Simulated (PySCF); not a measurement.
**C₆ coefficients of unlike pairs at PBE0**

Calculated with PySCF 2.14 from the dipole response of each species, C₆(A,B) = (3/π) ∫ α_A(iu) α_B(iu) du, in atomic units, from isotropic polarisabilities. For ions this is the dispersion term alone; charge-induced terms of lower order in 1/R come first.

| species | configuration | basis | relativity | α (bohr³) | C₆ (like pair) |
| --- | --- | --- | --- | --- | --- |
| F⁻ | [Ne] (1S) | aug-cc-pCVTZ-DK with one added diffuse shell each of s, p, d, f type (8s7p5d3f) | spin-free X2C | 17.20 | 71.22 |
| N | [He] 2s2 2p3 (4S) | aug-cc-pVDZ (4s3p2d) | none | 7.112 | 23.84 |
| Ni | [Ar] 3d8 4s2 (3F) | def2-QZVPPD (11s6p5d4f2g) | none | 52.53 | 433.3 |
| Ge⁺ | [Ar] 3d10 4s2 4p1 (2P) | aug-cc-pVTZ-DK (7s6p4d2f) | spin-free X2C | 18.98 | 108.1 |

Q: Estimate C₆ for Ge⁺ with Ni.

A: The integral gives 208.1. The combination rule 2 C_A C_B / (C_A α_B/α_A + C_B α_A/α_B) gives 205.6 and the geometric mean 216.5.

No spin-orbit coupling is included.

The other pairs:

| pair | C₆ |
| --- | --- |
| N, F⁻ | 40.16 |
| Ni, F⁻ | 170.2 |
| Ge⁺, F⁻ | 87.40 |
| Ni, N | 90.44 |
| Ge⁺, N | 49.44 |
